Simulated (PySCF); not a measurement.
A structure optimised at PBE0-D3(BJ)/def2-SVP, used in a PySCF frequency run:

```
In
C 1 2.1900
H 2 1.1039 1 106.53
H 2 1.1046 3 105.01 1 -112.22
C 2 1.5236 3 110.97 4 -119.74
H 5 1.1014 2 112.06 3 178.11
H 5 1.1020 6 106.52 2 -122.87
H 5 1.1045 6 106.90 7 -113.85
C 1 2.1904 2 119.51 3 -48.00
H 9 1.1041 1 107.05 2 -54.76
H 9 1.1042 10 105.12 1 -113.48
C 9 1.5235 10 111.00 11 -120.05
H 12 1.1022 9 112.00 10 178.48
H 12 1.1022 13 106.47 9 -122.74
H 12 1.1045 13 106.80 14 -113.81
C 1 2.1911 2 122.72 3 131.97
H 16 1.1041 1 106.35 2 132.38
H 16 1.1048 17 104.89 1 -111.98
C 16 1.5234 17 110.99 18 -119.68
H 19 1.1015 16 112.06 17 178.05
H 19 1.1020 20 106.50 16 -122.86
H 19 1.1045 20 106.89 21 -113.82
```

Write its SMILES and formula.

C[CH2][In]([CH2]C)[CH2]C, C6H15In

What are its rotational constants (standard atomic weights)?

2.0708, 1.0987, 0.73864 GHz
